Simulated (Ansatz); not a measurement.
Consider the hydrogenolysis of a C–Si bond: `FC([SiH3])CCl` + H₂ → `FCCCl` + SiH₄.

Calculated with Ansatz (gas phase, PBE0-D4/def2-TZVP geometries, no zero-point term in ΔE). CBS: MP2 limit from def2 TZ/QZ plus the TZ coupled-cluster correction, frozen cores. This one scheme is used for every species. Functionals use def2-TZVPP. Each species was taken in one conformer, which may not be the lowest.

```tsv
level	ΔE (kJ/mol)	difference from CCSD(T)/CBS
r2SCAN-D4	-41.4	4.1
PBE0-D4	-45.6	-0.1
ωB97X-V	-47.7	-2.2
ωB97M-V	-44.7	0.8
PBE	-45.7	-0.2
r2SCAN	-43.4	2.1
CCSD/def2-TZVPP	-55.3	-9.8
CCSD(T)/def2-TZVPP	-49.8	-4.3
HF/def2-QZVPP	-78.2	-32.7
MP2/CBS(def2)	-40.9	4.6
CCSD(T)/CBS	-45.5	0
```

Largest T1 diagnostic among the species: 0.011.

From PBE to PBE0 (25 % exact exchange), in def2-TZVPP and without D4, ΔE moves by −6.3 kJ/mol. In def2-TZVPP, CCSD(T) changes the Hartree–Fock value by +28.7 kJ/mol (the triples alone add +5.5 kJ/mol) and MP2 by +33.3 kJ/mol. The D4 term adds +11.5 kJ/mol with B3LYP and +6.3 kJ/mol with PBE0; it sums over pairs of atoms, weighted by their polarisabilities, and B3LYP, whose exchange is more repulsive, gets the larger term.

B3LYP here is the variant with VWN-RPA as its local correlation; programs differ in this.
